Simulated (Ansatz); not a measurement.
Ansatz (a quantum-chemistry and plane-wave program) input (B3LYP/6-31G* with LANL2DZ past Ar): The .json file joins the Basis Set Exchange's 6-31G* for atoms up to Ar and LANL2DZ past it.

Ansatz 0.2 input:
```yaml
crystal:
  periodic: [false, false, false]
  atoms:
    - {symbol: Pb, position_ang: [-0.00000000, -0.00000000, -0.19277907]}
    - {symbol: F, position_ang: [0.00000000, 0.00000000, 1.75643153]}
basis:
  gaussian:
    orbitals: 6-31Gs+LANL2DZ.json
hamiltonian:
  xc: {name: B3LYP}
magnetization: {spin_polarized: true, initial_magnetization: 1}
phonons: {temperatures: {t_min: 298.15, t_max: 298.15, t_step: 100}}
```

Output:

```
Functional definition: B3LYP
integrals: 0.01 GiB planned
269 factors; integrals over basis functions are off by at most 1.7e-4 eV
mean field: 0.07 GiB planned
mean field evaluation 1: about -2808.4720 eV, gradient 2.8e1 eV
mean field evaluation 2: about -2752.6499 eV, gradient 1.2e2 eV
mean field evaluation 4: about -2811.2859 eV, gradient 1.5e0 eV
mean field evaluation 8: about -2811.2986 eV, gradient 2.6e-2 eV
mean field evaluation 16: about -2811.2861 eV, gradient 1.0e0 eV
mean field -2811.29864207 eV, -103.3133195294 hartree, gradient 6.9e-5 eV, S^2 0.750464; 1 other end points of the search recorded, 0 dependent functions left out
the calculation of the forces begins
reference -2811.29881506 eV, -103.3133258868 hartree; 7, 6 occupied and 16, 17 virtual orbitals, 269 factors
these checks for a lower state are left out or cut short: stability, starts, cluster_reference, orbital_swaps, neighbouring_geometries, increment
integrals: 0.01 GiB planned
269 factors; integrals over basis functions are off by at most 1.7e-4 eV
mean field: 0.07 GiB planned
mean field -2811.29864207 eV, -103.3133195294 hartree, gradient 1.5e-6 eV, S^2 0.750464; 0 other end points of the search recorded, 0 dependent functions left out
the calculation of the forces begins
reference -2811.29881506 eV, -103.3133258868 hartree; 7, 6 occupied and 16, 17 virtual orbitals, 269 factors
these checks for a lower state are left out or cut short: stability, starts, cluster_reference, orbital_swaps, neighbouring_geometries, increment
integrals: 0.01 GiB planned
269 factors; integrals over basis functions are off by at most 1.7e-4 eV
mean field: 0.07 GiB planned
mean field evaluation 32: about -2811.2986 eV, gradient 2.4e-2 eV
mean field -2811.29864207 eV, -103.3133195294 hartree, gradient 1.5e-6 eV, S^2 0.750464; 0 other end points of the search recorded, 0 dependent functions left out
the calculation of the forces begins
reference -2811.29881506 eV, -103.3133258868 hartree; 7, 6 occupied and 16, 17 virtual orbitals, 269 factors
these checks for a lower state are left out or cut short: stability, starts, cluster_reference, orbital_swaps, neighbouring_geometries, increment
integrals: 0.01 GiB planned
269 factors; integrals over basis functions are off by at most 1.7e-4 eV
mean field: 0.07 GiB planned
mean field -2811.29864207 eV, -103.3133195294 hartree, gradient 6.3e-7 eV, S^2 0.750464; 0 other end points of the search recorded, 0 dependent functions left out
the calculation of the forces begins
reference -2811.29881506 eV, -103.3133258868 hartree; 7, 6 occupied and 16, 17 virtual orbitals, 269 factors
these checks for a lower state are left out or cut short: stability, starts, cluster_reference, orbital_swaps, neighbouring_geometries, increment
integrals: 0.01 GiB planned
269 factors; integrals over basis functions are off by at most 1.7e-4 eV
mean field: 0.07 GiB planned
mean field -2811.29864207 eV, -103.3133195294 hartree, gradient 6.3e-7 eV, S^2 0.750464; 0 other end points of the search recorded, 0 dependent functions left out
the calculation of the forces begins
reference -2811.29881506 eV, -103.3133258868 hartree; 7, 6 occupied and 16, 17 virtual orbitals, 269 factors
these checks for a lower state are left out or cut short: stability, starts, cluster_reference, orbital_swaps, neighbouring_geometries, increment
integrals: 0.01 GiB planned
269 factors; integrals over basis functions are off by at most 1.7e-4 eV
mean field: 0.07 GiB planned
mean field -2811.29858679 eV, -103.3133174979 hartree, gradient 8.3e-7 eV, S^2 0.750464; 0 other end points of the search recorded, 0 dependent functions left out
the calculation of the forces begins
reference -2811.29875982 eV, -103.3133238568 hartree; 7, 6 occupied and 16, 17 virtual orbitals, 269 factors
these checks for a lower state are left out or cut short: stability, starts, cluster_reference, orbital_swaps, neighbouring_geometries, increment
integrals: 0.01 GiB planned
269 factors; integrals over basis functions are off by at most 1.7e-4 eV
mean field: 0.07 GiB planned
mean field evaluation 64: about -2811.2986 eV, gradient 2.4e-6 eV
mean field -2811.29858703 eV, -103.3133175066 hartree, gradient 2.4e-6 eV, S^2 0.750464; 0 other end points of the search recorded, 0 dependent functions left out
the calculation of the forces begins
reference -2811.29875998 eV, -103.3133238625 hartree; 7, 6 occupied and 16, 17 virtual orbitals, 269 factors
these checks for a lower state are left out or cut short: stability, starts, cluster_reference, orbital_swaps, neighbouring_geometries, increment
integrals: 0.01 GiB planned
269 factors; integrals over basis functions are off by at most 1.7e-4 eV
mean field: 0.07 GiB planned
mean field -2811.29864207 eV, -103.3133195294 hartree, gradient 1.5e-6 eV, S^2 0.750464; 0 other end points of the search recorded, 0 dependent functions left out
the calculation of the forces begins
reference -2811.29881506 eV, -103.3133258868 hartree; 7, 6 occupied and 16, 17 virtual orbitals, 269 factors
these checks for a lower state are left out or cut short: stability, starts, cluster_reference, orbital_swaps, neighbouring_geometries, increment
integrals: 0.01 GiB planned
269 factors; integrals over basis functions are off by at most 1.7e-4 eV
mean field: 0.07 GiB planned
mean field -2811.29864207 eV, -103.3133195294 hartree, gradient 1.5e-6 eV, S^2 0.750464; 0 other end points of the search recorded, 0 dependent functions left out
the calculation of the forces begins
reference -2811.29881506 eV, -103.3133258868 hartree; 7, 6 occupied and 16, 17 virtual orbitals, 269 factors
these checks for a lower state are left out or cut short: stability, starts, cluster_reference, orbital_swaps, neighbouring_geometries, increment
integrals: 0.01 GiB planned
269 factors; integrals over basis functions are off by at most 1.7e-4 eV
mean field: 0.07 GiB planned
mean field -2811.29864207 eV, -103.3133195294 hartree, gradient 6.3e-7 eV, S^2 0.750464; 0 other end points of the search recorded, 0 dependent functions left out
the calculation of the forces begins
reference -2811.29881506 eV, -103.3133258868 hartree; 7, 6 occupied and 16, 17 virtual orbitals, 269 factors
these checks for a lower state are left out or cut short: stability, starts, cluster_reference, orbital_swaps, neighbouring_geometries, increment
integrals: 0.01 GiB planned
269 factors; integrals over basis functions are off by at most 1.7e-4 eV
mean field: 0.07 GiB planned
mean field -2811.29864207 eV, -103.3133195294 hartree, gradient 6.3e-7 eV, S^2 0.750464; 0 other end points of the search recorded, 0 dependent functions left out
the calculation of the forces begins
reference -2811.29881506 eV, -103.3133258868 hartree; 7, 6 occupied and 16, 17 virtual orbitals, 269 factors
these checks for a lower state are left out or cut short: stability, starts, cluster_reference, orbital_swaps, neighbouring_geometries, increment
integrals: 0.01 GiB planned
269 factors; integrals over basis functions are off by at most 1.7e-4 eV
mean field: 0.07 GiB planned
mean field evaluation 96: about -2811.2986 eV, gradient 2.2e-5 eV
mean field -2811.29858703 eV, -103.3133175066 hartree, gradient 2.4e-6 eV, S^2 0.750464; 0 other end points of the search recorded, 0 dependent functions left out
the calculation of the forces begins
reference -2811.29875998 eV, -103.3133238625 hartree; 7, 6 occupied and 16, 17 virtual orbitals, 269 factors
these checks for a lower state are left out or cut short: stability, starts, cluster_reference, orbital_swaps, neighbouring_geometries, increment
integrals: 0.01 GiB planned
269 factors; integrals over basis functions are off by at most 1.7e-4 eV
mean field: 0.07 GiB planned
mean field -2811.29858679 eV, -103.3133174979 hartree, gradient 8.3e-7 eV, S^2 0.750464; 0 other end points of the search recorded, 0 dependent functions left out
the calculation of the forces begins
reference -2811.29875982 eV, -103.3133238568 hartree; 7, 6 occupied and 16, 17 virtual orbitals, 269 factors
Total energy: -2811.29881506 eV, -103.3133258868 hartree
Atom 0 at    -0.000000    -0.000000    -0.192779 Å, force    -0.000000     0.000000     0.000028 eV/Å
Atom 1 at     0.000000     0.000000     1.756432 Å, force     0.000000    -0.000000    -0.000028 eV/Å
Dipole moment:    -0.000000    -0.000000    -0.602189 e Å
Vibrations: 525.19 cm⁻¹, zero-point energy 0.032557 eV
```

The blocks after the first are displaced geometries, from whose forces the wavenumbers follow.
